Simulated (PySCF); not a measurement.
Compound: C₅H₃NO.
SMILES with atom numbers: `[CH:1]#[C:2][c:3]1[cH:4][n:5][o:6][cH:7]1`

Structure used (GFN2-xTB), in Å, numbered top down from 1:
```xyz
10
C5H3NO angstrom
C      2.5629   -0.0219    0.2043
C      1.3674   -0.0458    0.1065
C     -0.0328   -0.0308   -0.0070
C     -0.9047    1.0951    0.0431
N     -2.1425    0.7248   -0.0992
O     -2.1516   -0.6187   -0.2448
C     -0.9004   -1.0772   -0.1920
H      3.6082   -0.0146    0.2879
H     -0.6486    2.1265    0.1749
H     -0.7490   -2.1328   -0.2962
```

Probes without a nucleus sit at each ring's centroid and 1 Å off its mean plane on both sides; NICS is minus the shielding there, NICSzz its component along the normal. Level: GIAO PBE0/pcSseg-1 (PySCF, non-relativistic, gas phase) on the GFN2-xTB geometry, one conformer.

Ring bond lengths (Å), with Mayer bond orders in brackets: C3–C4 1.425 (1.26), C4–N5 1.300 (1.65), N5–O6 1.351 (1.01), O6–C7 1.334 (1.10), C7–C3 1.372 (1.57).

Question: Give the NICS values of each ring in ppm.

Answer: 
```tsv
ring	type	NICS(0)	NICS(1), two faces	NICS(1)zz, two faces	rms pucker (Å)	centre to ring atoms, mean (Å)
C3–C4–N5–O6–C7	5-membered ring with N and O; formal bonds all aromatic	-12.5	-11.2 / -11.2	-27.4 / -27.4	0.00	1.15
```

Question: What can be read from them?

Answer: 
- C3–C4–N5–O6–C7: mean NICS(1)zz -27.4 ppm, shielded. For a flat ring without four-coordinate atoms the NICS criterion counts such a value as aromatic.

Question: How equal are the bonds by HOMA? HOMA = 1 − mean of α(R − Ropt)² over the ring bonds, with Krygowski's 1993 parameters (CC: Ropt 1.388 Å, α 257.7 Å⁻²; CN: Ropt 1.334 Å, α 93.52 Å⁻²; CO: Ropt 1.265 Å, α 157.38 Å⁻²; NO: Ropt 1.248 Å, α 57.21 Å⁻²).

Answer: 
- C3–C4–N5–O6–C7: HOMA 0.62; the largest term is that of O6–C7, α(R − Ropt)² = 0.74.

Question: What field does 11.7 T along the ring normal induce along that normal at the first NICS(1) probe listed for ring C3–C4–N5–O6–C7, 1 Å off the ring?

Answer: NICSzz × B0 = -27.4 ppm × 11.7 T = -321 μT, against the applied field.

Question: How shielded are the nuclei of the rings and their hydrogens (means over atoms taken as equivalent)?

Answer: 
```csv
atoms,environment,σ isotropic (ppm),"principal values of the symmetric part, first atom (ppm)"
C3,substituted aromatic carbon,77.5,"7.5, 77.7, 147.3"
C4,aromatic CH next to a ring nitrogen,30.0,"-74.3, 39.6, 124.9"
N5,pyridine-type nitrogen,-155.5,"-403.6, -130.2, 67.2"
O6,ring oxygen,-70.2,"-196.1, -169.2, 154.6"
C7,aromatic CH next to a ring oxygen,16.7,"-74.0, 13.9, 110.1"
H9,aromatic hydrogen,23.31,"21.3, 22.1, 26.5"
H10,aromatic hydrogen,22.93,"21.4, 21.6, 25.7"
```
